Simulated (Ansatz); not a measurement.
An input meant for MoS2⁺ (charge 1, doublet).

```yaml
crystal:
  periodic: [false, false, false]
  atoms:
    - {symbol: Mo, position_ang: [-0.638783, -0.553252, -0.000676]}
    - {symbol: S, position_ang: [-0.751088, 1.512337, 0.195714]}
    - {symbol: S, position_ang: [1.389871, -0.959085, -0.195038]}
basis:
  gaussian: {orbitals: def2-mTZVPP, nuclear_model: gaussian}
total_charge: 1
magnetization: {spin_polarized: true, initial_magnetization: 1}
hamiltonian: {xc: {name: HF}}
correlation: {method: mp2, frozen_orbitals: {Mo: 0}}
scf: {lower_state_search: full}
output: {forces: true}
```

```sh
$ ansatz run in.yaml --threads 4 --pin off --events-out ev --progress --plain --max-ram 3916MiB
```

It prints (some lines left out):

```
Functional definition: HF
Error: "frozen_orbitals" has no count for S
```

In this input frozen orbitals are typed for one element alone, and the program wants a count for each (the count typed has to fit that element's core, too). The program refused the input.
